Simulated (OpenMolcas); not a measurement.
F⁵⁺: CASPT2 settings compared

| Property | Result |
| --- | --- |
| Program | OpenMolcas 26.06 |
| Basis | ANO-RCC-VDZP [3s2p1d] |
| Scalar Hamiltonian | X2C, point nucleus |
| Active space | 2 electrons in 4 orbitals (2s 2p) |
| State averaging | 2S+1 = 3 even, 3 roots (0 in the spin-orbit step); 2S+1 = 1 even, 6 roots (1 in the spin-orbit step); 2S+1 = 3 odd, 3 roots; 2S+1 = 1 odd, 3 roots |
| Spin-orbit coupling | state interaction with AMFI integrals over the reference wave functions, term energies averaged over their components |

Methods on the same reference wave functions:
A. CASSCF
B. SS-CASPT2, IPEA 0.75 Eh, real shift 0.3 Eh (closed shells correlated: 1s)
C. XMS-CASPT2, IPEA 0.1 Eh, sigma2 regulariser 0.5 Eh (closed shells correlated: 1s)
D. XMS-CASPT2, IPEA 0.1 Eh, real shift 0.1 Eh (closed shells correlated: none)

Energies in eV above 2s² ¹S₀, the measured ground level; measured values from Moore, Atomic Energy Levels, vol. I, NSRDS-NBS 35 (1971 reprint of NBS Circular 467, 1949).

```csv
Level,A,B,C,D,Measured
2s² ¹S₀,0.0000,0.0000,0.0000,0.0000,0.0000
2s 2p ³P°₀,14.7321,14.657,14.642,14.638,
2s 2p ³P°₁,14.7574,14.682,14.668,14.664,12.0092
2s 2p ³P°₂,14.8085,14.733,14.719,14.715,12.0806
2s 2p ¹P°₁,26.8135,26.035,25.933,25.938,
```

Deviations, from unrounded energies. A percentage is the sum of absolute deviations over the sum of measured energies, with the sign that they share, or ± where signs differ.

| Against measurement | Levels | A | B | C | D |
| --- | --- | --- | --- | --- | --- |
| mean absolute deviation (cm-1) | 2 | 22000 | 21000 | 21000 | 21000 |
| other configurations (%) | 2 | +22.7 | +22.1 | +22.0 | +22.0 |

A, B, C, D lie about equally close to measurement. The largest miss of D in the table is 2s 2p ³P°₁, by +21000 cm-1. The ranking rests on the paired levels alone, and a cruder setting can come out closer through cancelling errors.

Among B to D the level of the table that moves most is 2s 2p ¹P°₁, by 820 cm-1 (lowest in C, highest in B).

The lowest spin-free term lies below A's lowest term by 0.003 hartree in B, 0.003 hartree in C, 0.001 hartree in D.

The basis is small and was not contracted for so high a charge. Measured partners are found by configuration, term and J. A level has none where our copy of the source lacks it or the pairing is in doubt (some pairs that miss far off the trend of their configuration count as doubtful), and it then counts in no deviation. Levels of configurations outside the active space are missing.

° marks odd parity.
